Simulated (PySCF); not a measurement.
C3H4O2Si, SMILES C=C1OC(=O)[SiH2]1.

The structure is a stationary point at PBE0-D3(BJ)/def2-SVP. The structure was generated by enumeration, and PubChem lists no compound with its InChIKey, so it may never have been made.

Computed with PySCF with PBE/def2-TZVP.

The molecule is in vacuum.

Computed frontier levels, gap, dipole moment and polarisability:
| Property | Result |
|---|---|
| highest occupied level | -6.44 eV |
| lowest empty level | -2.19 eV |
| orbital gap | 4.26 eV |
| dipole moment | 0.713 e·Å |
| quadrupole, principal values (traceless, Buckingham form, about the centre of nuclear charge) | -5.49, 0.66, 4.83 D·Å |
| mean static polarisability | 69.3 bohr³ (10.27 Å³) |
| polarisability, principal values | 46.8, 71.1, 90.0 bohr³ |
